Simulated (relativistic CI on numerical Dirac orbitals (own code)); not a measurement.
**Radial parameters of Nd XXVII**

Method of calculation: Dirac-Coulomb-Breit CI, separate exchange-only KLI orbitals for each configuration, QED by a radiative potential, unscaled Slater integrals (own radial code, finite nucleus).

Slater integrals F^k, G^k are unscaled and averaged over j, outside the closed core [Ar] 3d10; ζ comes from projecting the Hamiltonian with its Breit term on Σ l·s of the shell.

- 4s2.4p4: F^2(4p,4p) = 182030, ζ(4p) = 159730 cm⁻¹; <r>(4p) = 0.5659, <r^2>(4p) = 0.3616 (bohr units).
- 4s.4p5: G^1(4s,4p) = 238480, ζ(4p) = 159570 cm⁻¹; <r>(4s) = 0.5511, <r^2>(4s) = 0.3409, <r>(4p) = 0.566, <r^2>(4p) = 0.3619 (bohr units).
- 4s2.4p3.4d: F^2(4p,4p) = 182010, ζ(4p) = 160070, F^2(4p,4d) = 177700, G^1(4p,4d) = 222160, G^3(4p,4d) = 142050, ζ(4d) = 19324 cm⁻¹; <r>(4p) = 0.5659, <r^2>(4p) = 0.3617, <r>(4d) = 0.5743, <r^2>(4d) = 0.3765 (bohr units).

Averages of the first 10 configurations, taken without configuration mixing, which lowers the lowest level and can move excited configurations by several eV; other configurations of the list can lie among them:

| Configuration | Parity | States | Average energy above the lowest level (eV) |
| --- | --- | --- | --- |
| 4s2.4p4 | even | 15 | 23.3 |
| 4s.4p5 | odd | 12 | 115.8 |
| 4s2.4p3.4d | odd | 200 | 145.5 |
| 4p6 | even | 1 | 216.5 |
| 4s.4p4.4d | even | 300 | 234.5 |
| 4s2.4p3.4f | even | 280 | 272.7 |
| 4s.4p4.4f | odd | 420 | 361.9 |
| 4p5.4d | odd | 60 | 331.5 |
| 4s.4p3.4d2 | odd | 1800 | 355.4 |
| 4s2.4p2.4d.4f | odd | 2100 | 395.3 |
